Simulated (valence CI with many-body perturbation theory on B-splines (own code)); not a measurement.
## Missing levels of Pr44+

Calculated by configuration interaction combined with many-body perturbation theory (CI+MBPT): five valence electrons over a frozen Dirac-Fock core [Ne], a basis of 9 s, 9 p, 8 d, 6 f, 3 g, 1 h functions for each j, with the one-electron correlation potential Σ1 (screened to all orders), the two-electron term Σ2, the three-electron term Σ3, Breit, model QED; selected single and double excitations, second order for the rest (own B-spline code, finite nucleus).

The last digits are not significant, and no measured levels were compared; by estimate large intervals hold to a few tenths of a per cent, small ones and those within an open d or f shell to about a per cent. Among the levels kept, up to 510 cm⁻¹ of a level comes from second order outside the variational space, and about a tenth of that is noise between levels of different J, which matters for small intervals.

| Level | E (cm⁻¹) |
| --- | --- |
| (3s^2 3p1/2^2 3p3/2) J=3/2 | 0 |
| (3s^2 3p1/2 3p3/2^2) J=3/2 | 896290 |
| (3s^2 3p1/2 3p3/2^2) J=5/2 | 969990 |
| (3s^2 3p1/2 3p3/2^2) J=1/2 | ? |
| (3s^2 3p1/2^2 3d3/2) J=3/2 | 1378600 |
| (3s^2 3p1/2^2 3d5/2) J=5/2 | 1652200 |
| (3s 3p1/2^2 3p3/2^2) J=5/2 | 1903100 |
| (3s^2 3p3/2^3) J=3/2 | 1968600 |
| (3s 3p1/2^2 3p3/2^2) J=1/2 | 2070400 |
| (3s 3p1/2^2 3p3/2^2) J=3/2 | 2073300 |
| (3s^2 3p1/2 3p3/2 3d3/2) J=5/2 [a] | 2266900 |
| (3s^2 3p1/2 3p3/2 3d3/2) J=3/2 [a] | ? |
| (3s^2 3p1/2 3p3/2 3d3/2) J=1/2 [a] | ? |
| (3s^2 3p1/2 3p3/2 3d3/2) J=7/2 | 2339400 |
| (3s^2 3p1/2 3p3/2 3d5/2) J=7/2 [a] | ? |
| (3s^2 3p1/2 3p3/2 3d3/2) J=5/2 [b] | 2513100 |
| (3s^2 3p1/2 3p3/2 3d5/2) J=3/2 [a] | ? |
| (3s^2 3p1/2 3p3/2 3d3/2) J=3/2 [b] | 2562300 |
| (3s^2 3p1/2 3p3/2 3d3/2) J=1/2 [b] | 2564800 |
| (3s^2 3p1/2 3p3/2 3d5/2) J=5/2 [a] | ? |

Levels are named by their leading jj configuration (3d3/2^4 stands for four electrons in 3d with j = 3/2), which in mixed levels can hold well under half, so a name can repeat and another be missing. Letters in brackets count levels of one name in rising energy.

(1) The levels stand in rising order. What does the calculation give for the missing energies?

Answers

(1) (3s^2 3p1/2 3p3/2^2) J=1/2 1061400; (3s^2 3p1/2 3p3/2 3d3/2) J=3/2 [a] 2279300; (3s^2 3p1/2 3p3/2 3d3/2) J=1/2 [a] 2282600; (3s^2 3p1/2 3p3/2 3d5/2) J=7/2 [a] 2493300; (3s^2 3p1/2 3p3/2 3d5/2) J=3/2 [a] 2524900; (3s^2 3p1/2 3p3/2 3d5/2) J=5/2 [a] 2565600.
